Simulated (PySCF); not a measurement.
## Zn²⁴⁺: ionisation energy

Zn²⁴⁺ [He] 2s2 2p2 [2p1/2^2, M_J = 0] → Zn²⁵⁺ [He] 2s2 2p1 [2p1/2^1, M_J = 1/2], as a difference of total energies. Computed with PySCF 2.14 in an uncontracted even-tempered set (17 s from 7.2 bohr⁻², ratio 2.4; 11 p from 9.4 bohr⁻², ratio 2.4; 5 d from 33 bohr⁻², ratio 2.6; 4 f from 50 bohr⁻², ratio 2.6), with the two-component X2C-1e Hamiltonian. Correlated levels: nothing frozen; the 28 highest virtual spinors dropped. "Screened" scales the spin-orbit matrix elements by Boettger's factors to mimic the two-electron term; Breit and QED terms are absent.

| method | ionisation energy (eV) |
| --- | --- |
| GHF (spin-free) | 2353.5 |
| GMP2 (spin-free) | 2353.4 |
| GHF (screened spin-orbit) | 2358.5 |
| GMP2 (screened spin-orbit) | 2360.7 |

How much does correlation contribute at GMP2 (screened spin-orbit)?

2360.7 − (2358.5) = 2.2 eV, measured against GHF (screened spin-orbit).

The labels give the starting determinants; with spin-orbit coupling the two ends relaxed to ⟨J²⟩ = 0.00, ⟨L²⟩ = 1.33, ⟨S²⟩ = 1.33 and ⟨J²⟩ = 0.75, ⟨L²⟩ = 2.00, ⟨S²⟩ = 0.75.

For comparison: 2358 ± 1.6 eV (semi-empirical (NIST evaluation); NIST Atomic Spectra Database, ionization energies).
